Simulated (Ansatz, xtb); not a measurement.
Relative energy of two isomers of C4H6F2SSi

We compare a, `FC1=CS[SiH2]C[C@@H]1F`, a singlet, with b, `FC1=C(F)[SiH2]SCC1`, a singlet. Both are isolated molecules in the gas phase, relaxed with r2SCAN-D4/def2-SVP; the shapes shown needn't be the lowest conformers.

a (Å):

| atom | x (Å) | y (Å) | z (Å) |
| --- | --- | --- | --- |
| C | -2.9479 | 1.4375 | -0.2599 |
| C | -2.7392 | 1.6260 | -1.5753 |
| C | -0.8951 | 0.0437 | 0.3140 |
| C | -2.2829 | 0.5197 | 0.7144 |
| F | -3.9379 | 2.1474 | 0.3250 |
| F | -3.0965 | -0.6067 | 0.8976 |
| S | -1.5941 | 0.8632 | -2.6777 |
| Si | -0.8812 | -0.7316 | -1.4009 |
| H | -3.3727 | 2.3694 | -2.0715 |
| H | 0.4931 | -1.0616 | -1.8686 |
| H | -1.7549 | -1.9348 | -1.4842 |
| H | -0.1947 | 0.8970 | 0.3116 |
| H | -0.5432 | -0.6714 | 1.0760 |
| H | -2.2547 | 1.0433 | 1.6879 |

b (Å):

```xyz
14

C    -2.6617    1.4041   -0.8101
C    -3.0628    0.7824    0.3146
C    -0.7267   -0.1670   -1.3548
C    -1.3947    1.1829   -1.5724
F    -3.4461    2.3441   -1.3582
F    -4.2762    1.0988    0.8292
S    -0.1238   -0.4462    0.3679
Si   -2.0561   -0.4583    1.2955
H    -1.9082   -0.0118    2.7084
H    -2.7338   -1.7901    1.2784
H    -1.4018   -0.9888   -1.6454
H     0.1749   -0.2446   -1.9801
H    -0.6848    2.0033   -1.3564
H    -1.6575    1.2779   -2.6423
```

Problem. Which of the two would you expect CCSD(T)/def2-SVP + ΔMP2/def2-TZVPP electronic energies to favour?

Solution. Structure a; the calculation gives E(b) − E(a) = +0.132 eV.

Level by level:

```json
{"level": "r2SCAN-D4/def2-SVP", "geometry": "r2SCAN-D4/def2-SVP", "E(b) − E(a) (eV)": "+0.135", "departure from the last row (eV)": "+0.003", "job, with rough time for the two": "optimisation, 2 min"}
{"level": "HF/def2-SVP", "geometry": "r2SCAN-D4/def2-SVP", "E(b) − E(a) (eV)": "+0.111", "departure from the last row (eV)": "−0.021", "job, with rough time for the two": "part of the CCSD(T) run"}
{"level": "MP2/def2-SVP", "geometry": "r2SCAN-D4/def2-SVP", "E(b) − E(a) (eV)": "+0.146", "departure from the last row (eV)": "+0.014", "job, with rough time for the two": "part of the CCSD(T) run"}
{"level": "CCSD(T)/def2-SVP", "geometry": "r2SCAN-D4/def2-SVP", "E(b) − E(a) (eV)": "+0.135", "departure from the last row (eV)": "+0.003", "job, with rough time for the two": "single point"}
{"level": "CCSD(T)/def2-SVP + ΔMP2/def2-TZVPP", "geometry": "r2SCAN-D4/def2-SVP", "E(b) − E(a) (eV)": "+0.132", "departure from the last row (eV)": "", "job, with rough time for the two": "single point, 2.9 min"}
```

As drawn, both hold the same kinds of bond in the same numbers.

None of the levels shown reverses the order. The largest departure from CCSD(T)/def2-SVP + ΔMP2/def2-TZVPP is that of HF/def2-SVP, 0.021 eV. Levels run at GFN2-xTB geometries aren't shown. The last row adds to CCSD(T) the change of the MP2 difference between the two basis sets, here −0.003 eV.

With thermal terms from frequencies at re-optimised GFN2-xTB minima (ideal gas, soft modes damped towards free rotors, one conformer each, 298.15 K, 1 atm): the zero-point term adds +0.006 eV; ΔH is +0.144 and ΔG +0.129 eV.

The correlated steps freeze 16 core orbitals. Mirror images aren't counted in ΔG. Programs: Ansatz 0.2.0, xtb 6.7.1; the last row on 4 threads of Arm Neoverse N1 on a shared host.
